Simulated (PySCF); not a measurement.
The same groups moved round the core (azulene fluoro+boryl). Isolated molecules, 0 K electronic values unless said otherwise. One relaxed conformer stands for each flexible species; it need not be the lowest. Strings in code marks are SMILES.

Computed with TPSSh-D3(BJ)/def2-TZVP // B3LYP-D3(BJ)/def2-SVP in PySCF 2.14.0. Delta-SCF ions had no search for a lower state. 

A: `c1cc2-c(cc(c2)B)c(cc1)F`
B: `c12c(F)c(cc-2ccccc1)B`
C: `Fc1cc(c2cccc-2cc1)B`
D: `Bc1cc(F)c2cccccc1-2`
E: `Bc1ccc(F)cc2cccc1-2`
F: `c1ccc2-c1ccc(F)c(B)c2`

Task: Which member has the lowest HOMO?

Result: F (-5.73 eV); next is D (-5.63 eV).
